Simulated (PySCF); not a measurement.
SMILES [GeH3][O][SiH2][O][GeH3] (H8Ge2O2Si), PBE0/def2-SVP optimised geometry.

```
13

Ge     2.80    -1.38    -1.40
O      2.47    -0.51     0.11
Si     1.08    -0.09     0.90
O     -0.20    -0.65     0.00
Ge    -1.97    -0.65     0.00
H      2.17    -0.61    -2.58
H      2.24    -2.80    -1.31
H      4.34    -1.40    -1.52
H      1.07    -0.71     2.25
H      1.00     1.40     1.02
H     -2.47    -1.40     1.26
H     -2.47     0.81     0.00
H     -2.39    -1.38    -1.28
```

Density from PBE0/def2-TZVP (PySCF) at that geometry.

Minimum of the electron density along straight lines between bonded atoms, close to the bond critical point (lines longer than 1.1 times the sum of covalent radii, or with two minima, are not listed):

```
bond     length / Å  ρ at the minimum / e bohr⁻³  ∇²ρ there / e bohr⁻⁵  position (fraction from the first atom)
-------  ----------  ---------------------------  --------------------  ---------------------------------------
Ge1–O2        1.783                        0.137                  0.64                                     0.47
O2–Si3        1.646                        0.137                  0.81                                     0.59
Si3–O4        1.656                        0.131                  0.81                                     0.41
O4–Ge5        1.777                        0.138                  0.67                                     0.53
Ge1–H6        1.539                        0.135                  0.05                                     0.59
Ge1–H7        1.539                        0.135                  0.05                                     0.59
Ge1–H8        1.536                        0.136                  0.05                                     0.59
Si3–H9        1.493                        0.123                  0.14                                     0.49
Si3–H10       1.494                        0.123                  0.13                                     0.49
Ge5–H11       1.540                        0.135                  0.05                                     0.59
Ge5–H12       1.540                        0.135                  0.05                                     0.59
Ge5–H13       1.535                        0.136                  0.05                                     0.59
```
